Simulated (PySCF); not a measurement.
Two-component Hartree-Fock for Gd²⁺ (gadolinium, charge +2)

Start: [Xe] 4f7 5d1; 4f5/2 filled at m_j = -5/2, -3/2, -1/2, +1/2, +3/2, +5/2; 4f7/2 filled at m_j = +7/2; 5d3/2 filled at m_j = -3/2. Calculated with PySCF 2.14 in x2c-SVPall-2c (7s10p9d3f1g, 112 functions): generalised Hartree-Fock with the X2C-1e Hamiltonian and a Gaussian nucleus; one run each with spin-orbit coupling (SO) switched off, then screened by Boettger's factors.

```tsv
spinor shell	electrons	ε, spin-free (eV)	ε, screened SO (eV)	weight of nominal j (screened SO)	rms radius, screened SO (bohr)
1s1/2	2	-50507.9	-50498.5	1.000	0.0249
2s1/2	2	-8471.8	-8468.9	1.000	0.101
2p1/2	2	-7535.9	-8026.4	1.000	0.0864
2p3/2	4	-7535.9	-7325.5	1.000	0.0928
3s1/2	2	-1939.3	-1938.4	1.000	0.260
3p1/2	2	-1643.4	-1746.0	1.000	0.252
3p3/2	4	-1643.4	-1598.7	1.000	0.265
3d3/2	4	-1251.1	-1269.9	0.994	0.237
3d5/2	6	-1251.1	-1237.7	0.996	0.241
4s1/2	2	-424.65	-424.32	1.000	0.588
4p1/2	2	-324.42	-348.78	0.966	0.605
4p3/2	4	-324.42	-313.60	0.983	0.633
4d3/2	4	-182.39	-188.46	0.725	0.684
4d5/2	6	-182.39	-178.02	0.817	0.690
5s1/2	2	-74.260	-74.160	1.000	1.44
5p1/2	2	-47.265	-51.740	0.861	1.61
4f5/2	6	-36.636	-36.572	0.552	0.924
4f7/2	1	-36.636	-35.869	1.000	0.920
5d3/2	1	-19.665	-19.790	0.876	2.56
```

(1) Where does 5p3/2 lie, and what is the 5p spin-orbit splitting (screened SO)?

```json
{"quantity": "E (hartree)", "spin-free": "-11262.61135", "screened SO": "-11269.89632"}
{"quantity": "M_J", "spin-free": "2", "screened SO": "2"}
{"quantity": "⟨J²⟩", "spin-free": "10.012", "screened SO": "9.631"}
{"quantity": "⟨L²⟩", "spin-free": "6.008", "screened SO": "6.033"}
{"quantity": "⟨S²⟩", "spin-free": "20.005", "screened SO": "19.831"}
```

The determinant has a definite M_J but mixes levels of different J.

Each row is a mean over spinors that exchange with the open shell spreads, by up to 19.518 eV (4d5/2).

Rows whose weight is well below 1 are mixtures of j = l ± 1/2: exchange outweighs spin-orbit coupling there, and the label is only the starting occupation.

Breit and QED terms are absent; they matter most for the inner s and p1/2 levels.

Densities and radii are taken from the X2C orbitals without a picture-change correction, which distorts them close to the nucleus.

Without spin-orbit coupling the j labels of p, d and f shells carry no meaning; the spin-free column gives the mean over the occupied spinors of each nl shell, and its ⟨J²⟩ belongs to a mixture of degenerate components.

## Answers

(1) At -45.158 eV, 6.582 eV above 5p1/2.
